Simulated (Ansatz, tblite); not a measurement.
Forces on Re4⁺ at its PBE0-D4/def2-SVP geometry. Total charge 1; doublet.

In the def2 sets Re takes a core potential; there is no spin–orbit coupling. The xTB rows come from tblite. At PBE-D4/def2-TZVP the charge 1 doublet is spin-contaminated (final ⟨S²⟩ up to 1.18, 0.75 for a pure state). The structure comes from a short search, and lower isomers may exist.

GFN1-xTB (tblite), largest force 9.79 eV/Å:

```xyz
4
positions Å, forces eV/Å
Re   -0.255   -1.595    0.066   -2.532   -9.359    1.341
Re    1.171   -0.143    1.061    5.905    1.101    3.453
Re   -0.960    0.101   -1.259   -2.775    2.093   -5.995
Re    0.044    1.637    0.132   -0.598    6.164    1.200
```

GFN2-xTB (tblite), largest force 11.61 eV/Å:

```
Re -2.478 -11.287 1.088
Re 8.106 0.622 6.268
Re -5.414 2.167 -8.449
Re -0.214 8.498 1.094
```

PBE-D4/def2-TZVP (Ansatz), largest force 1.14 eV/Å:

```
Re 0.038 -0.126 -0.048
Re -0.743 0.605 -0.617
Re 0.607 0.450 0.852
Re 0.098 -0.929 -0.187
```
